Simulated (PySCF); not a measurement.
A run for PySCF: R-HF/STO-3G on CH6S (a complex), monomers drawn apart or pushed together.

```python
from pyscf import gto, scf, dft, mp
from pyscf.data.elements import chemcore

mol = gto.M(
    atom='''
    H     0.02957959   -0.32952898    0.15438861
    H     0.37830172   -0.16103389   -0.48324705
    C     0.84233243    0.79028179    3.53209581
    S    -0.79526301   -0.00907220    3.51571926
    H     0.84774632    1.66449507    4.17955876
    H     1.53522567    0.05231761    3.93288375
    H     1.15985268    1.06044997    2.52700551
    H    -1.48374397    1.03292900    3.02203647
    ''',
    basis='sto-3g',
    charge=0, spin=0, verbose=3, max_memory=1800)
mf = scf.RHF(mol)
mf.conv_tol = 1e-8
mf.max_cycle = 100
mf.kernel()
if not mf.converged:
    mf = mf.newton().run(mf.mo_coeff, mf.mo_occ)
```

It printed:

```
converged SCF energy = -434.011625014177
```

Self-consistency was reached.

Cost: very roughly 0.06 core-seconds.
